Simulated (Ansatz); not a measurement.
B₉As₉⁻. Total charge -1; doublet. Geometry PBE-D4/def2-SVP, that of the neutral singlet; atoms count from 1.

```xyz
18

As    2.685    0.263    0.984
As   -1.087   -1.360   -4.581
As   -1.770   -2.951   -0.981
As    1.636   -0.886   -1.871
As    1.012    4.085    2.458
As   -0.137    1.912   -0.476
As   -1.137   -0.870    3.568
As    1.645    1.705    2.795
As   -2.216   -0.340   -0.972
B     0.065   -0.881   -3.121
B     1.495    0.719   -0.556
B     0.565    0.545    1.087
B    -0.337   -1.371   -1.397
B    -1.445   -1.685   -2.651
B    -0.967   -1.396    0.198
B     0.059    0.353    2.759
B    -0.566   -0.753    1.655
B     0.501    2.911    1.102
```

Single mean-field runs in def2-TZVP are fitted with def2-universal-jkfit.

(1) Estimate the Mulliken populations from the PBE0/def2-TZVP orbitals of Ansatz.

(2) Where does the spin sit?

(3) And the Mayer bond orders between heavy atoms (over 0.3)?

Results:

(1) 
| atom | charge (e) | spin (α − β) |
| --- | --- | --- |
| As1 | -0.06 | 0.02 |
| As2 | -0.17 | -0.01 |
| As3 | -0.03 | 0.24 |
| As4 | -0.07 | 0.18 |
| As5 | -0.16 | 0.02 |
| As6 | -0.01 | 0.02 |
| As7 | -0.09 | 0.18 |
| As8 | 0.07 | 0.02 |
| As9 | -0.01 | 0.11 |
| B10 | -0.28 | 0.06 |
| B11 | 0.04 | -0.02 |
| B12 | 0.35 | 0.06 |
| B13 | 0.25 | -0.04 |
| B14 | -0.16 | 0.06 |
| B15 | 0.08 | 0.10 |
| B16 | -0.25 | -0.02 |
| B17 | -0.26 | 0.02 |
| B18 | -0.23 | -0.01 |
Mulliken values depend strongly on the basis.

(2) Summed by element: As 0.79, B 0.21, of 1 unpaired in all. Largest on single atoms: As3 0.24, As4 0.18, As7 0.18.

(3) As1–As8 0.80 (2.54 Å); As1–B11 1.15 (2.00 Å); As1–B12 0.43 (2.14 Å); As2–B10 1.69 (1.92 Å); As2–B14 1.19 (1.99 Å); As3–As9 0.69 (2.65 Å); As3–B13 0.48 (2.17 Å); As3–B14 0.79 (2.12 Å); As3–B15 0.81 (2.11 Å); As4–B10 1.15 (2.01 Å); As4–B11 0.85 (2.08 Å); As4–B13 0.80 (2.09 Å); As5–As8 0.77 (2.49 Å); As5–B18 1.82 (1.87 Å); As6–B11 0.99 (2.02 Å); As6–B12 0.54 (2.19 Å); As6–B18 1.17 (1.97 Å); As7–B16 1.75 (1.89 Å); As7–B17 1.19 (2.00 Å); As8–B16 0.84 (2.08 Å); As8–B18 0.54 (2.37 Å); As9–B14 0.61 (2.28 Å); As9–B15 0.87 (2.01 Å); B10–B14 0.51 (1.77 Å); B11–B12 0.46 (1.90 Å); B12–B16 0.40 (1.76 Å); B12–B17 0.54 (1.81 Å); B13–B14 0.66 (1.70 Å); B13–B15 0.74 (1.71 Å); B15–B17 0.88 (1.64 Å); B16–B17 0.49 (1.68 Å).
